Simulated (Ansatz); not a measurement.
`B[CH2][GeH2][Cl]`, relaxed with RKS PBE-D4/def2-SVP in Ansatz 0.2.0 from a rough embedded geometry. The force threshold is 0.03 eV/Å; the program also tests the step.

Charge 0, multiplicity 1.

Start:

```xyz
10

B     0.647   -1.444   -0.132
C     0.412   -0.165    0.667
Ge   -0.698    1.000   -0.369
Cl   -1.107    2.904    0.724
H     1.806   -1.784   -0.431
H    -0.203   -2.189   -0.492
H    -0.108   -0.392    1.606
H     1.375    0.383    0.862
H    -2.097    0.308   -0.718
H    -0.027    1.379   -1.718
```

(1) By how much does the energy fall, and how many steps does the optimiser take? (An estimate is asked.)

(2) Which bonds change most? (Estimate.)

(3) Give the relaxed structure. (Estimate.)

Answers

(1) Ansatz gave: 20.40 kJ/mol, in 8 steps, 1 of them rejected.

(2) Computed: C2–Ge3 from 1.915 to 1.992 Å; Ge3–H9 from 1.599 to 1.548 Å; Ge3–Cl4 from 2.233 to 2.186 Å; B1–H6 from 1.186 to 1.220 Å.

(3) The calculation gave: 
```xyz
10

B     0.697   -1.467   -0.125
C     0.390   -0.221    0.732
Ge   -0.681    0.979   -0.442
Cl   -0.970    2.822    0.697
H     1.696   -1.511   -0.823
H    -0.093   -2.395   -0.180
H    -0.282   -0.379    1.599
H     1.261    0.406    1.010
H    -2.088    0.400   -0.730
H     0.070    1.367   -1.739
```
